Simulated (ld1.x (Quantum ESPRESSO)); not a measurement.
**Scattering properties, TM potential for europium**

```json
{"Element": "Eu", "Generator": "ld1.x (Quantum ESPRESSO) 7.5", "Type": "norm-conserving Troullier–Martins (Kleinman–Bylander form)", "Functional": "PBE", "Relativity": "scalar-relativistic", "Frozen core": "[Kr] 4d10", "Valence charge": "17", "Reference configuration": "4f7 5s2 5p6 5d1 6s1 6p0", "Partial waves": "5s (bound): rc 1.30 bohr; 5p (bound): rc 1.55 bohr; 5d (bound): rc 4.05 bohr; 4f (bound): rc 0.95 bohr", "Local potential": "the f channel", "Core correction": "none"}
```

Occupied shells without a wave of their own: 6s. They enter only through the test configuration that unscreens the potential.

The phase is arctan(r·u′/u) with u = r·R(r), unwrapped; energies in Ry, scanned from -5 to 5 Ry. A pole is an energy at which the radial function vanishes at the test radius. The pseudo phase is shifted by a multiple of π to meet the all-electron one at the reference energy, and phase errors are pseudo minus all-electron; the curves can meet again beyond the range given. Levels narrower than the energy grid can be missing from the lists of poles.

**Question.** For each channel, where are the poles, and over which energies does the pseudopotential scatter like the atom?

**Answer.**

| channel | radius (bohr) | reference energy (Ry) | poles, all-electron | poles, pseudo | unbroken range about the reference energy with phases within 0.05 rad | phase error 1 Ry above the reference energy (rad) |
| --- | --- | --- | --- | --- | --- | --- |
| s | 4.37 | -3.21 | -3.21, 0.35, 3.41 | -3.21, 0.36, 3.45 | below 1.5 | +0.000 |
| p | 4.37 | -1.68 | -1.66, 0.97, 4.24 | -1.66, 0.95, 3.99 | below 1.9 | -0.000 |
| d | 4.37 | -0.08 | 0.13, 2.20 | 0.13, 2.41 | below 0.7 | +0.215 |
| f | 4.37 | -0.13 | -0.13, 1.62, 4.15 | -0.13, 1.63, 4.18 | below 2.6 | +0.002 |

Note: ghost states, extra bound levels that the all-electron valence spectrum of the same l lacks: s at -1043.8 eV, p at -612.4 eV, d at -256.7 eV, s at -96.1 eV. A true bound ghost makes a file unfit for plane-wave use.

Phases in the s channel:

```csv
E (Ry),all-electron,pseudo
-5.00,1.464,1.464
-4.48,1.458,1.458
-3.96,1.449,1.449
-3.44,1.439,1.439
-2.92,-1.715,-1.715
-2.40,-1.733,-1.733
-1.88,-1.760,-1.760
-1.36,-1.809,-1.809
-0.84,-1.933,-1.933
-0.32,-3.114,-3.086
0.20,-4.643,-4.638
0.72,-4.828,-4.824
1.24,-5.051,-5.035
1.76,-6.753,-6.622
2.28,-7.646,-7.634
2.80,-7.782,-7.777
3.32,-7.846,-7.842
3.84,-7.894,-7.890
4.36,-7.950,-7.943
4.88,-8.058,-8.040
```
